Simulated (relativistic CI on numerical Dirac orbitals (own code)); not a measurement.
# Ligand-field terms of d6

Computed with a parametric ligand-field model of a d^n configuration (Racah B and C, spin-orbit zeta, crystal field), exact diagonalisation.

Field parameters in Wybourne normalisation: Oh B⁴₀ = 21Dq, B⁴₄ = √(5/14) B⁴₀. The field is a parameter set, without covalency.

Q: Ground term and bands for B = 560, C = 2150, ζ = 0 cm⁻¹, Oh, 10Dq = 2800 cm⁻¹?

A: Ground term 5T2 with 2.00 electrons in the two orbitals of the cubic e set. Spin-allowed: 5E 2800 cm⁻¹. Lowest spin-forbidden: 3T1 9118 cm⁻¹ (1097 nm), 3T2 10371 cm⁻¹ (964 nm), 3T1 11384 cm⁻¹ (878 nm).

Q: Ground term and bands for B = 560, C = 2150, ζ = 0 cm⁻¹, Oh, 10Dq = 6160 cm⁻¹?

A: Ground term 5T2 with 2.00 electrons in the two orbitals of the cubic e set. Spin-allowed: 5E 6160 cm⁻¹ (1623 nm). Lowest spin-forbidden: 1A1 5806 cm⁻¹ (1723 nm), 3T1 6121 cm⁻¹ (1634 nm), 3T2 8493 cm⁻¹ (1177 nm).

Q: Ground term and bands for B = 560, C = 2150, ζ = 0 cm⁻¹, Oh, 10Dq = 21840 cm⁻¹?

A: Ground term 1A1 with 0.03 electrons in the two orbitals of the cubic e set. Spin-allowed: 1T1 20360 cm⁻¹ (491 nm), 1T2 28029 cm⁻¹ (357 nm), 1T2 41741 cm⁻¹ (240 nm), 1E 41880 cm⁻¹ (239 nm). Lowest spin-forbidden: 3T1 15742 cm⁻¹ (635 nm), 3T2 19551 cm⁻¹ (511 nm), 5T2 24689 cm⁻¹ (405 nm).

Q: Ground term and bands for B = 560, C = 2150, ζ = 0 cm⁻¹, Oh, 10Dq = 14000 cm⁻¹?

A: Ground term 1A1 with 0.05 electrons in the two orbitals of the cubic e set. Spin-allowed: 1T1 12695 cm⁻¹ (788 nm), 1T2 19593 cm⁻¹ (510 nm), 1E 26479 cm⁻¹ (378 nm), 1T2 26553 cm⁻¹ (377 nm). Lowest spin-forbidden: 3T1 7990 cm⁻¹ (1252 nm), 5T2 9304 cm⁻¹ (1075 nm), 3T2 11410 cm⁻¹ (876 nm).

Q: Ground term and bands for B = 560, C = 2150, ζ = 0 cm⁻¹, Oh, 10Dq = 1680 cm⁻¹?

A: Ground term 5T2 with 2.00 electrons in the two orbitals of the cubic e set. Spin-allowed: 5E 1680 cm⁻¹. Lowest spin-forbidden: 3T1 10014 cm⁻¹ (999 nm), 3T2 10722 cm⁻¹ (933 nm), 3T1 11374 cm⁻¹ (879 nm).
